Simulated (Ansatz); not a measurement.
**Molecular dynamics of CH₈N₂OSi**

The input (input.yaml):

```yaml
crystal:
  periodic: [false, false, false]
  atoms:
    - { symbol: Si, position_ang: [-0.018508, -0.045752, -0.022446] }
    - { symbol: C, position_ang: [0.009212, -0.143015, 1.861697] }
    - { symbol: H, position_ang: [-1.01248, -0.195992, 2.272444] }
    - { symbol: H, position_ang: [0.555194, -1.039405, 2.200877] }
    - { symbol: H, position_ang: [0.50303, 0.737355, 2.305582] }
    - { symbol: "N", position_ang: [1.658106, -0.274791, -0.613096] }
    - { symbol: H, position_ang: [2.319785, 0.207011, 0.062606] }
    - { symbol: H, position_ang: [1.778639, 0.297442, -1.499591] }
    - { symbol: O, position_ang: [-0.591812, 1.441362, -0.680147] }
    - { symbol: H, position_ang: [-1.607338, 1.263257, -0.751955] }
    - { symbol: "N", position_ang: [-1.171066, -1.290911, -0.603515] }
    - { symbol: H, position_ang: [-1.008619, -2.178898, -0.044104] }
    - { symbol: H, position_ang: [-0.877541, -1.587564, -1.58065] }
basis:
  gaussian: { orbitals: STO-3G }
hamiltonian:
  xc: pbe
  dispersion: d4
md:
  timestep: 0.5
  n_steps: 150
  ensemble: nvt_langevin
  temperature: 1500.0
  initial_velocities: maxwell_boltzmann
  seed: 632868
  friction: 0.05
```

Launched with:

```bash
$ ansatz run input.yaml --threads 1 --pin off --max-ram 2048MiB --backend cpu --events-out ev --progress --plain --runs-dir out
```

It starts from a relaxed structure.

Output, in part (step lines, the closing report, with atoms numbered from 0):

```
md step     0: t =     0.00 fs  T =  1384.6 K  F+E_penalty+E_count = -13889.35784559 eV  E_kin = 2.326680 eV  (22 SCF iters)
[... lines left out ...]
Total energy: -13886.97583379 eV, -510.3369489616 hartree
Atom 0 at     0.234809     0.236281     0.170387 Å, force    -3.040576    -2.072198    -3.464115 eV/Å
Atom 1 at     0.154611    -0.246927     2.016514 Å, force    -1.639239     3.379709    -2.572424 eV/Å
Atom 2 at    -0.415957     0.556286     2.457790 Å, force    -0.570963     0.628368     0.706816 eV/Å
Atom 3 at    -0.215927    -1.121216     2.409900 Å, force    -1.631282    -3.273060     0.230055 eV/Å
Atom 4 at     1.079147    -0.162184     2.400644 Å, force     4.650325     0.546186     2.002413 eV/Å
Atom 5 at     1.440172    -0.188773    -0.973730 Å, force     2.954810     0.120967    -0.406742 eV/Å
Atom 6 at     1.541450    -1.158626    -1.504927 Å, force    -0.259832     2.351120     1.647648 eV/Å
Atom 7 at     2.383610     0.345924    -0.841447 Å, force    -1.159822    -1.479808    -0.764091 eV/Å
Atom 8 at    -0.304570     1.909163    -0.233970 Å, force    -0.186846    -1.579957     4.397606 eV/Å
Atom 9 at    -0.695453     2.008730     0.830328 Å, force     0.640212     0.731015    -2.969534 eV/Å
Atom 10 at    -1.048106    -1.031568    -0.636016 Å, force     0.693672     1.385605     2.643506 eV/Å
Atom 11 at    -0.715107    -1.757526     0.091666 Å, force     0.764851    -1.426048    -0.684222 eV/Å
Atom 12 at    -1.811602    -0.806812     0.104562 Å, force    -1.215311     0.688101    -0.766916 eV/Å
Dipole moment:     0.359319     0.012016     0.724571 e Å
```

The steps, from the saved trajectory:

```csv
time (fs),T (K),potential energy less start (eV)
0,1385,0.000
2.5,993,1.045
5,1267,1.362
7.5,802,1.718
10,1178,1.018
12.5,1033,0.912
15,787,1.422
17.5,1295,1.366
20,1711,1.473
22.5,1045,2.174
25,1163,2.097
27.5,1670,1.749
30,1547,1.601
32.5,1390,2.417
35,1305,2.632
37.5,1145,2.580
40,1343,2.301
42.5,1520,1.932
45,1850,1.683
47.5,1587,2.130
50,1234,2.437
52.5,1596,2.384
55,1779,2.221
57.5,1788,2.429
60,1566,2.597
62.5,1692,2.045
65,1652,2.033
67.5,1678,1.771
70,987,2.554
72.5,1682,1.801
75,1203,2.382
```

All steps were run. A run of 0.075 ps of so small a system gives no equilibrium averages. Limits of this set-up: minimal basis.

The same pairs are bonded in the first frame and the last. Pairs count as bonded within 1.25 times the sum of covalent radii (0.12 Å more for H–H).

Last frame:

```xyz
13
Properties=species:S:1:pos:R:3
Si 0.235 0.236 0.170
C 0.155 -0.247 2.017
H -0.416 0.556 2.458
H -0.216 -1.121 2.410
H 1.079 -0.162 2.401
N 1.440 -0.189 -0.974
H 1.541 -1.159 -1.505
H 2.384 0.346 -0.841
O -0.305 1.909 -0.234
H -0.696 2.009 0.830
N -1.048 -1.032 -0.636
H -0.715 -1.758 0.092
H -1.812 -0.807 0.105
```

Time of the run: 3.2 min on 1 thread of Intel(R) Xeon(R) 6975P-C (Granite Rapids) (shared host), peak memory 0.11 GiB.
